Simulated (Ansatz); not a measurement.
Basis-set series for C$_{2}$H$_{8}$AlB (`CB[CH2][AlH2]`). Charge 0, multiplicity 1. The structure was optimised at the PBE0-D4/def2-TZVP level. It is one conformer, not always the lowest.

```json
{"functional": "PBE0-D4", "basis": "def2-TZVPP", "functions": "247", "energy (Eh)": "-348.08956", "HOMO (eV)": "-8.07", "LUMO (eV)": "-1.78"}
{"functional": "PBE0-D4", "basis": "def2-QZVPP", "functions": "481", "energy (Eh)": "-348.10367", "HOMO (eV)": "-8.07", "LUMO (eV)": "-1.79"}
{"functional": "ωB97M-V", "basis": "def2-TZVPP", "functions": "247", "energy (Eh)": "-348.24995", "HOMO (eV)": "-10.26", "LUMO (eV)": "-0.12"}
{"functional": "ωB97M-V", "basis": "def2-QZVPP", "functions": "481", "energy (Eh)": "-348.26357", "HOMO (eV)": "-10.26", "LUMO (eV)": "-0.23"}
```

Question: Give the rows for def2-SVP. (Best estimate.)

Answer: Ansatz gave: 
```json
{"functional": "PBE0-D4", "basis": "def2-SVP", "functions": "100", "energy (Eh)": "-347.89017", "HOMO (eV)": "-8.06", "LUMO (eV)": "-1.76"}
{"functional": "ωB97M-V", "basis": "def2-SVP", "functions": "100", "energy (Eh)": "-348.04191", "HOMO (eV)": "-10.23", "LUMO (eV)": "-0.02"}
```
